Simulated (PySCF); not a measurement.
H₂OsS, quintet: computed properties

Method: UPBE0/[Os def2-TZVP with ECP60, S def2-TZVP, H def2-TZVP], scalar-relativistic core potentials, density fitting, no spin–orbit coupling, PySCF.

The structure is a higher-order saddle point with 2 imaginary modes.

* Point group: C2v
* Bond lengths: Os–H 1.714 Å (×2), Os–S 2.100 Å
* Bond angles: H–Os–H 161.9°, H–Os–S 99.0° (×2)
* Rotational constants: 2.918, 0.1387, 0.1324 cm⁻¹
* Zero-point energy (real modes): 29.9 kJ/mol
* Principal quadrupole moments (Buckingham, traceless) about the centre of mass: -8.22, 3.45, 4.77 D Å
* Atomisation energy without zero-point energy: 862 kJ/mol
* Lowest empty level (β): -4.22 eV
* Highest occupied level (α): -6.04 eV
* Dipole moment: 1.78 D
* Spin squared ⟨S²⟩: 6.020
* Principal polarisabilities: 40.5, 63.4, 75.9 bohr³

Harmonic modes (masses in u: Os 191.961, S 31.972, H 1.008):
```json
{"symmetry": "b1", "ω (cm⁻¹)": "772i", "IR (km/mol)": "–", "type": "bend"}
{"symmetry": "b2", "ω (cm⁻¹)": "371i", "IR (km/mol)": "–", "type": "bend"}
{"symmetry": "a1", "ω (cm⁻¹)": "533", "IR (km/mol)": "4.0", "type": "stretch"}
{"symmetry": "a1", "ω (cm⁻¹)": "782", "IR (km/mol)": "0.3", "type": "bend"}
{"symmetry": "b2", "ω (cm⁻¹)": "1675", "IR (km/mol)": "829", "type": "stretch"}
{"symmetry": "a1", "ω (cm⁻¹)": "2007", "IR (km/mol)": "45.5", "type": "stretch"}
```

In C2v the vibrations span b1 + 2b2 + 3a1. Here b1 is antisymmetric to the molecular plane and b2 lies in it.

Charges (e):
| atom | Mulliken | Löwdin | polar tensor | spin (Mulliken) | Mayer order to Os1 |
| --- | --- | --- | --- | --- | --- |
| Os1 | 0.54 | 0.21 | 0.80 | 3.04 | – |
| S2 | -0.19 | 0.12 | -0.15 | 0.87 | 2.02 |
| H3,4 | -0.18 | -0.17 | -0.32 | 0.05 | 0.80 |

Mulliken populations on Os1 (electrons outside its core potential): s 2.81, p 6.42, d 6.20, f 0.02.

This need not be the most stable arrangement of these atoms. Open d and f shells are described by one determinant, and the ground state may have another occupation or spin. At this level a triplet minimum of Cs symmetry lies 162 kJ/mol below this structure. Spin–orbit coupling, left out here, can matter for elements this heavy.

The final relaxation and frequency run took about 2.8 core-minutes on a shared host.
